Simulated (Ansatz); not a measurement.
`C[NH][GeH3]` + H₂Te → `[GeH3][TeH]` + CH₃NH₂ at 500 K and 1 bar (ligand exchange at a Ge–N bond).

Isolated molecules relaxed with PBE0-D4/def2-TZVP in Ansatz; ΔE leaves out vibrations. CCSD(T)/CBS adds triple-zeta CCSD(T) − MP2 to the extrapolated MP2 energy (def2 sets, frozen cores). Elements past krypton have def2 core potentials. For Ge, Te outer-core shells are correlated without core-valence functions, which leaves a few kJ/mol of doubt a bond. Scalar relativity is left out up to krypton.

| species | CCSD(T)/CBS energy (Eh) | H − E (kJ/mol) | S (J/(mol·K)) |
| --- | --- | --- | --- |
| `C[NH][GeH3]` | -2173.06430 | 241.1 | 362.9 |
| H₂Te | -268.91024 | 48.9 | 247.6 |
| `[GeH3][TeH]` | -2346.24724 | 110.0 | 352.4 |
| CH₃NH₂ | -95.75281 | 191.8 | 270.3 |

H − E and S are ideal-gas, rigid-rotor, harmonic terms from PBE0-D4/def2-TZVP, for one conformer and one mirror image of each species. 1 Eh = 2625.50 kJ/mol, R = 8.31446 J/(mol·K).

Problem. By hand: ΔE, ΔH, ΔS and ΔG.

Solution. ΔE = (-2346.24724) + (-95.75281) − (-2173.06430) − (-268.91024) = -0.02551 Eh = -67.0 kJ/mol. Δ(H − E) = 110.0 + 191.8 − 241.1 − 48.9 = 11.8, so ΔH = -55.2 kJ/mol. ΔS = 352.4 + 270.3 − 362.9 − 247.6 = 12.2 J/(mol·K). ΔG = -55.2 − 500 × (12.2)/1000 = -61.3 kJ/mol.

Problem. By hand: the equilibrium constant, and the temperature at which ΔG would vanish if ΔH and ΔS stayed fixed.

Solution. log₁₀ K = −ΔG/(RT ln 10) = 6.4. ΔH and −TΔS have one sign here, so there is no such temperature.

The number of gas molecules stays the same, so ΔS is small and ΔH decides. A doubt of 5 kJ/mol in ΔE shifts log₁₀ K by 0.5 here. Other conformers and mirror images would add mixing entropy, several J/(mol·K) or more a flexible species. These are equilibria of isolated gas molecules and say nothing of rates. Largest T1 diagnostic: 0.011 (customary marks: 0.02 for closed shells, 0.045 for open ones).

ΔS is within the doubt of such terms, so its sign, and with it that verdict, could turn.
